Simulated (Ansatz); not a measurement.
A structure relaxed at PBE0-D4/def2-TZVP, charge 0, multiplicity 1:

```
atom   x (Å)   y (Å)   z (Å)
  O1  -1.227  -1.585   1.956
 Si2  -0.319  -1.008   0.729
  O3   1.076  -0.400   1.360
  S4  -1.457   0.500  -0.263
 Si5   0.051   1.193  -1.611
  O6   1.496   1.336  -0.896
  F7   0.145   0.169  -2.827
  H8  -2.181  -1.560   1.878
  H9   0.133  -2.048  -0.211
 H10   0.988   0.124   2.161
 H11  -0.373   2.489  -2.160
 H12   1.669   0.790  -0.116
```

Task: Give its formula and SMILES.

Result: FH5O3SSi2, `O[SiH](O)S[SiH](O)F`.

Task: Summarise the bond lengths by kind.

Result: 3 × O–Si 1.618 to 1.647 Å; 3 × H–O 0.958 to 0.967 Å; 2 × S–Si 2.134 to 2.138 Å; 2 × H–Si 1.470 to 1.473 Å; 1 × F–Si 1.592 Å.

All numbers were calculated with Ansatz.
